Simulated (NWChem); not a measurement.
Species: C₂H₇FGe; SMILES [CH3][GeH]([CH3])[F]

```xyz
11

Ge     0.0610    -0.2624     0.0000
C     -0.7679     0.4053    -1.6216
C     -0.7679     0.4053     1.6216
F      1.7035     0.3542     0.0000
H      0.2053    -1.7981     0.0000
H     -1.7922     0.0144    -1.7184
H     -0.1901     0.0946    -2.5036
H     -0.8123     1.5039    -1.5993
H     -0.1901     0.0946     2.5036
H     -1.7922     0.0144     1.7184
H     -0.8123     1.5039     1.5993
```
Atoms are numbered in this order, from 1.

Level: PBE0/def2-SVP (NWChem), optimised geometry, unscaled harmonic frequencies. 

Problem. List the harmonic frequencies with IR intensities, and the thermochemistry.

Solution. 
```tsv
frequency (cm⁻¹)	IR intensity (km/mol)
104	0.0
115	0.2
171	0.1
201	9.4
204	7.5
600	4.7
603	39.1
633	19.6
692	80.6
717	22.3
750	37.3
838	50.9
850	76.1
852	66.3
1255	21.8
1260	11.1
1424	1.5
1428	0.3
1431	4.1
1438	12.3
2149	152.5
3068	1.6
3069	1.8
3177	0.0
3178	4.2
3187	0.6
3187	1.3
```

```json
{
  "zero_point_energy": "52.3 kcal/mol",
  "thermal correction to the enthalpy at 298.15 K (with zero-point energy)": "57.3 kcal/mol",
  "heat capacity Cv": "23.2 cal/(mol K)",
  "entropy at 298.15 K and 1 atm (symmetry number 1)": "82.1 cal/(mol K)",
  "dipole_moment": "2.55 D"
}
```

Rigid rotor and harmonic oscillator.
